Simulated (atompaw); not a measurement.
**What one change does to a pseudopotential (Li (Z = 3), PAW (atompaw))**

```
Element                 : Li
Generator               : atompaw 4.2.0.5
Type                    : PAW
Functional              : LDA (PW92)
Relativity              : scalar-relativistic
Frozen core             : none
Valence charge          : 3
Reference configuration : 1s2 2s1 2p0
Partial waves           : 1s (bound): rc 0.55 bohr; 2s (bound): rc 1.00 bohr; 2p (bound, empty): rc 3.00 bohr; 2p channel at 2.1 Ry: rc 3.00 bohr
Local potential         : troulliermartins scheme with l = 2 at 1 Ry, radius 2.50 bohr
Core correction         : none
Augmentation charge     : sinc compensation charge, radius 2.25 bohr; PAW radius 3.00 bohr; waves and projectors: custom rrkj vanderbiltortho
```

Change: all radii scaled by about 0.87 (s 0.48, p 2.62 bohr); local potential troulliermartins scheme with l = 2 at 1 Ry, radius 2.18 bohr; augmentation sinc compensation charge, radius 1.96 bohr; PAW radius 2.62 bohr; waves and projectors: custom rrkj vanderbiltortho.

Cutoffs: the cutoffs (Ry, on a coarse ladder) from which the occupation-weighted sum of valence levels, in a spherical-Bessel basis at the reference potential, stays within 10 and 1 mRy of its value at 400 Ry; they do not see the model core or the augmentation charge, which bear on the density cutoff.

Q: What does the change do?

A: The potential gets harder (140 Ry and 180 Ry → 180 Ry and 230 Ry); neither file shows a bound ghost. A smaller radius makes the pseudo-wave follow the all-electron one further in, where it bends more sharply, so more plane waves are needed.

```json
{"quantity": "cutoff, loose", "base": "140 Ry", "changed": "180 Ry"}
{"quantity": "cutoff, tight", "base": "180 Ry", "changed": "230 Ry"}
{"quantity": "bound ghosts", "base": "none", "changed": "none"}
{"quantity": "lowest overlap eigenvalue by channel", "base": "s 0.84, p 0.91", "changed": "s 0.53, p 0.75"}
```

 The cutoffs see the waves, projectors and local potential, not the compensation charge or the core.
